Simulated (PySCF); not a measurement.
Molecule: CH3Si (charge +1, singlet). SMILES of the parent species: C[Si]
Coordinates optimised at B3LYP-D3(BJ)/def2-TZVP (Ansatz):
```
C
H 1 1.1015
H 1 1.1015 2 107.80
H 1 1.1015 2 107.80 3 -116.12
Si 1 1.8103 2 111.09 3 121.94
```
Charge +1, spin multiplicity 1.

Dispersion corrections to the total energy (kcal/mol) from the dftd3 and dftd4 libraries through PySCF: D3(BJ) without and D4 with the three-body term, each with the damping fitted for the functional named.

```
functional      D3(BJ)          D4
----------  ----------  ----------
BP86             -2.72       -1.48
BLYP        (withheld)       -2.60
HSE06       (withheld)       -0.86
BHLYP            -2.46       -1.42
r2SCAN           -0.41       -0.24
revPBE           -4.43  (withheld)
B2PLYP           -1.43       -0.77
```

**Question.** Some entries are withheld; supply them.

**Answer.** 
- BLYP, D3(BJ): -3.74
- HSE06, D3(BJ): -1.06
- revPBE, D4: -3.81
